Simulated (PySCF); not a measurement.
# Radial density of F(2+) (fluorine, charge +2)

TPSS, [He] 2s2 2p3, high-spin 4S determinant. Calculation: PySCF 2.14, in aug-cc-pCVTZ-DK; the spin-free X2C one-electron Hamiltonian (Gaussian nucleus).

```tsv
r (bohr)	4πr²ρ (e/bohr)	4πr²(ρα − ρβ)
0.00324	0.06023	0.0000
0.00546	0.1625	0.0001
0.00918	0.4207	0.0002
0.0154	1.051	0.0004
0.0260	2.440	0.0011
0.0437	5.006	0.0045
0.0735	8.297	0.0266
0.124	9.718	0.1554
0.208	6.737	0.6474
0.350	3.834	1.8988
0.588	5.199	3.1458
0.989	4.114	2.2667
1.66	0.8483	0.4914
2.80	0.02606	0.0168
```

Densities and radii are taken from the X2C orbitals without a picture-change correction, which distorts them close to the nucleus.
